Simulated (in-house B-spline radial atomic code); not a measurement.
## Ionising Ar⁺ with different functionals

Computed with an all-electron radial atomic-structure program (B-spline basis): four-component Dirac-Coulomb Hamiltonian, Fermi nucleus of rms radius 3.4274 fm, spin-restricted, spherical fractional occupations for the functionals, and exact exchange of hybrids averaged over the configuration. The ionisation energy is the difference of two self-consistent energies, [Ne] 3s2 3p5 → [Ne] 3s2 3p4, without Breit or QED terms; ε is the level of the shell that loses the electron (mean over j). The electron is taken from both j subshells in proportion to 2j + 1, so the result is a j average, not the step between ground levels.

| method | rung | ΔSCF (eV) | -ε(3p) (eV) |
| --- | --- | --- | --- |
| B97-1 | global hybrid | 28.56 | 23.60 |
| PBE0 | global hybrid | 28.62 | 23.97 |
| HSE06 | range-separated hybrid | 28.61 | 23.55 |
| LC-wPBE | range-separated hybrid | 28.75 | 27.03 |

Q: Among the functionals, which spreads more, the ΔSCF values or the orbital energies?

A: The orbital energies: ΔSCF values span about 0.19 eV and the orbital energies 3.48 eV; here energy differences depend much less on the functional than eigenvalues do.

Q: How do they compare with the NIST value?

A: NIST lists 27.630 eV (measured, ground level to ground level). Errors run from +0.93 to +1.13 eV. The correlated functionals all miss on the same side by more than they spread, so the cause is common to them (Breit-QED terms, spin polarisation, the choice among j levels, multiplet and fine-structure energies, or a listed next ion that isn't the cheapest removal here) and closeness doesn't rank the functionals.
